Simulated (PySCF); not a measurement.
## Computed structure and properties of [CeOCl]+

System: [CeOCl]+ (singlet); start: template (Cs). Method: PySCF 2.14.0, RKS PBE0, Ce lcecp-2-SVP with ECP46, O def2-SVP, Cl def2-SVP; non-relativistic Hamiltonian with scalar-relativistic core potentials where named; density fitting; no spin-orbit coupling.

Input of the relaxation:

```python
mol = gto.M(atom='''
Ce     0.29413     0.00000    -0.25361
O      1.92023     0.00000     0.47409
Cl    -2.05507     0.00000     0.79779''',
    basis={'Ce': 'lcecp-2-SVP', 'O': 'def2-SVP', 'Cl': 'def2-SVP'},
    ecp={'Ce': 'lcecp-2-SVP'},
    charge=1, spin=0)
mf = dft.RKS(mol, xc='PBE0')
mf.grids.atom_grid = (50, 194)  # f atoms: unpruned, at least (60, 302)
mf = mf.density_fit()  # fitting sets: Ce AutoAux, O def2-universal-JKFIT, Cl def2-universal-JKFIT
mf.conv_tol = 1e-08; mf.max_cycle = 55
mf.kernel(dm0)  # dm0: converged density of the start geometry
# quasi-Newton relaxation in Cartesian coordinates to a largest gradient under 0.00045 Eh/bohr, steps kept in the point group
```

Run from Python with OMP_NUM_THREADS=2; the lines above give its settings. Where DIIS fails, smearing, a level shift and second-order steps follow.
It took 10 s on 2 threads of Arm Neoverse V2 (shared host), from the converged density of the start.

Course of the relaxation:

```tsv
step	energy above end (eV)	largest force component within the symmetry (eV/Å)
0	0.4627	1.434
1	0.2361	0.975
2	0.0465	1.523
3	0.0112	0.577
4	0.0008	0.151
5	0.0000	0.013
6	0.0000	0.001
```

Relaxed geometry (Cs):

```xyz
3

Ce    0.2695    0.0000   -0.5170
O     1.6196    0.0000    0.6567
Cl   -1.7298    0.0000    0.8786
```

| contact | Å |
| --- | --- |
| Ce1–O2 (O) | 1.789 |
| Ce1–Cl3 (Cl) | 2.438 |

On the finer grid (75, 302):

```
HOMO                                                          : not given (4f levels lie in the core)
LUMO                                                          : not given (4f levels lie in the core)
Dipole about the centre of mass                               : 6.67 D
Set of Mulliken populations of Ce1 outside the core potential : s 2.09, p 6.07, d 2.22, f 0.16
D3(BJ) dispersion energy (not in the energies)                : -0.054 eV
```

```csv
atom,Mulliken (e),Löwdin (e),spin (e)
Ce1,1.46,1.21,0.00
O2,-0.27,-0.31,0.00
Cl3,-0.20,0.09,0.00
```

The large-core potential holds the 4f shell empty.

On the grid (50, 194), as all that follows. Harmonic modes: a minimum; lowest 173 cm⁻¹ (negative: unstable), highest 980 cm⁻¹, zero-point energy 0.096 eV.

Rigid scan of O along the line from its metal:

```json
{"distance to O2 (Å)": "1.49", "energy (eV)": "3.749"}
{"distance to O2 (Å)": "1.59", "energy (eV)": "1.400"}
{"distance to O2 (Å)": "1.69", "energy (eV)": "0.297"}
{"distance to O2 (Å)": "1.79", "energy (eV)": "0.000"}
{"distance to O2 (Å)": "1.89", "energy (eV)": "0.217"}
{"distance to O2 (Å)": "1.99", "energy (eV)": "0.751"}
{"distance to O2 (Å)": "2.09", "energy (eV)": "1.470"}
{"distance to O2 (Å)": "2.24", "energy (eV)": "2.708"}
```

Taking off one Cl (charge -1, singlet; the rest: singlet) in vacuum, both parts rigid, costs 15.02 eV; the small basis without counterpoise inflates it. Most of it is the attraction of opposite charges; other ways to part are cheaper, and one spin state was tried for the rest.

Rigid scan of Cl along the line from its metal:

distance to Cl3 (Å), energy (eV) and a bar:
```
     2.14      1.116 ########
     2.24      0.433 ###
     2.34      0.095 #
     2.44      0.000 
     2.54      0.073 #
     2.64      0.261 ##
     2.84      0.827 ######
     3.14      1.832 #############
     3.54      3.067 ######################
     4.04      4.225 ##############################
```

One start shape was tried, so this needn't be the lowest isomer.
